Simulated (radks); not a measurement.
Results of a calculation; reference values are marked as such.
These are the eigenvalues of the occupied orbitals of an atom or ion with whole-number occupations (hartree). Code: a radial shooting solver on a logarithmic mesh with Libxc functionals. Model: scalar-relativistic Kohn-Sham, PBE, spin-unpolarised, spherical densities, point nucleus.

orbital  eigenvalue
1s        -197.7668
2s        -22.75060
2p        -19.09595
3s         -3.18899
3p         -2.22640
3d         -0.78338

Which element is it, and in what charge state? The configuration may be excited.

Answer. Z = 23, vanadium, charge +2: V2+ in [Ar] 3d3. The list shows which subshells hold electrons but not how many an open one holds; the 1s level, -197.77 hartree, gives Z - s = 19.9 by -(Z - s)^2/2, which with screening and relativity narrows Z to a few neighbours, and the depths of the outer levels then fix element, charge and occupations together.
